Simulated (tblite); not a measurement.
Computed values, GFN2-xTB/tblite, gas phase, harmonic and unscaled. The method is semi-empirical: single wavenumbers can be off by several per cent or more. Modes of hydrogen on silicon can be 10 to 20 % off. One conformer each. Thermal functions are those of the rigid rotor and harmonic oscillator, without mixing of conformers.

**Question.** Order these by their zero-point energy, highest first (kJ/mol).
A. `C#CC1=C(C#N)C=C(F)[Se]1`
B. `ClC1=C[SiH2]C=C1`
C. `ClC(Cl)(Cl)Br`
D. `O=Cc1cpcpc1`
E. `C=C(/C=C\C#N)[SiH2]F`

**Answer.** E (240.6), D (194.6), B (184.5), A (164.8), C (19.7).

```json
{"SMILES": "C=C(/C=C\\C#N)[SiH2]F", "atoms": "14", "mass (u)": "127.03", "symmetry number": "1", "modes under 300 cm⁻¹": "6", "ZPE (kJ/mol)": "240.6", "S translation (J/(mol K))": "180.0", "S rotation": "128.1", "S vibration": "184.9", "S": "493.0", "Cp": "201.7"}
{"SMILES": "O=Cc1cpcpc1", "atoms": "12", "mass (u)": "141.97", "symmetry number": "1", "modes under 300 cm⁻¹": "5", "ZPE (kJ/mol)": "194.6", "S translation (J/(mol K))": "181.4", "S rotation": "129.3", "S vibration": "135.2", "S": "445.9", "Cp": "174.0"}
{"SMILES": "ClC1=C[SiH2]C=C1", "atoms": "11", "mass (u)": "115.98", "symmetry number": "1", "modes under 300 cm⁻¹": "3", "ZPE (kJ/mol)": "184.5", "S translation (J/(mol K))": "178.9", "S rotation": "122.7", "S vibration": "102.1", "S": "403.6", "Cp": "157.0"}
{"SMILES": "C#Cc1[se]c(F)cc1C#N", "atoms": "12", "mass (u)": "198.93", "symmetry number": "1", "modes under 300 cm⁻¹": "6", "ZPE (kJ/mol)": "164.8", "S translation (J/(mol K))": "185.6", "S rotation": "134.3", "S vibration": "181.4", "S": "501.4", "Cp": "195.2"}
{"SMILES": "ClC(Cl)(Cl)Br", "atoms": "5", "mass (u)": "195.82", "symmetry number": "3", "modes under 300 cm⁻¹": "5", "ZPE (kJ/mol)": "19.7", "S translation (J/(mol K))": "185.4", "S rotation": "120.1", "S vibration": "85.5", "S": "390.9", "Cp": "100.4"}
```

Entropies and Cp are for 500 K and 1 bar.
